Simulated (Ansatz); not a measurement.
Reaction: BHSCl2 (SMILES B(Cl)(Cl)S) → BHSCl (SMILES S[B]Cl, doublet) + Cl (doublet) (the B-Cl bond breaks)
Each species at its own B3LYP-D3(BJ)/def2-TZVP minimum (Ansatz, a first-principles code), one conformer.

Quantity: bond dissociation energy (electronic), in kJ/mol. UHF or UKS for unpaired electrons; spin-orbit terms are left out. CBS(X,Y): correlation extrapolated as X^-3, Hartree-Fock from the larger set. A bracket is a step between two methods taken in the basis named. Functionals run without relativity, which enters their misses. Double hybrids freeze cores in their MP2 part. '+ core + X2C': CCSD(T) terms for core correlation (cc-pwCVTZ, 1s frozen past Ne) and scalar relativity (cc-pVTZ-DK).

CCSD(T)/CBS(cc-pV(T+d)Z,cc-pV(Q+d)Z) + [CCSDT(Q) - CCSD(T)]/cc-pV(D+d)Z + core + X2C (Ansatz) gives 500.8 kJ/mol.

Task: What does PBE/def2-TZVPD (Ansatz) give here, and how do the other levels compare?

Result: PBE gives 491.2 kJ/mol, 9.6 kJ/mol below it. Differences of the others: r2SCAN/def2-TZVPD (Ansatz) -17.4; B3LYP/def2-TZVPD (Ansatz) -31.9; PBE0/def2-TZVPD (Ansatz) -14.0; wB97M-V/def2-TZVPD (Ansatz) 6.4; B2PLYP/def2-TZVPD (Ansatz) -18.2; CCSD(T)/CBS(cc-pV(T+d)Z,cc-pV(Q+d)Z) + core + X2C (Ansatz) 0.5 kJ/mol. Nearer than PBE: wB97M-V/def2-TZVPD, CCSD(T)/CBS(cc-pV(T+d)Z,cc-pV(Q+d)Z) + core + X2C.
